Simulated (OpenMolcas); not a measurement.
# Ionisation energies of zirconium

| Item | Value |
| --- | --- |
| Program | OpenMolcas 26.06 |
| Basis | ANO-RCC [10s9p8d5f4g2h] |
| Scalar Hamiltonian | DKH2, point nucleus |
| Spin-orbit coupling | RASSI with atomic mean-field integrals over the reference wave functions, term energies averaged over their components |

Active shells in each charge state: the valence d shell, with orbitals averaged over the low states. Where CASPT2's correlated closed shells are named, they are those of the first ion.

A. CASSCF
B. SS-CASPT2, IPEA 0.25 Eh, imaginary shift 0.1 Eh (closed shells correlated: 4s 4p)
C. SS-CASPT2, IPEA 0 Eh, imaginary shift 0.1 Eh (closed shells correlated: 4s 4p)
D. SS-CASPT2, IPEA 0.25 Eh, imaginary shift 0.1 Eh (closed shells correlated: none)
E. SS-CASPT2, IPEA 0.25 Eh, imaginary shift 0.1 Eh (closed shells correlated: 3d 4s 4p)

Energies in eV between the lowest computed levels, named as in B; reference values from the NIST Atomic Spectra Database with their kind.

```tsv
From	To	A	B	C	D	E	Spin-orbit share in B	Reference
Zr2+ 4d2 3F2	Zr3+ 4d 2D 3/2	22.314	23.200	23.283	22.476	23.159	+0.021	23.170 (semi-empirical)
Zr3+ 4d 2D 3/2	Zr4+ 4p6 1S0	33.435	34.326	34.404	33.435	34.285	+0.093	34.418 (measured)
```

Error against the reference values, in %:

```tsv
From	Reference	A	B	C	D	E
Zr2+	semi-empirical	-3.7	+0.1	+0.5	-3.0	0
Zr3+	measured	-2.9	-0.3	0	-2.9	-0.4
```

Absolute error against the one measured value: A 0.98 eV, B 0.09 eV, C 0.01 eV, D 0.98 eV, E 0.13 eV. C lies closest.

The lowest level within the active space need not be the ion's true ground level.
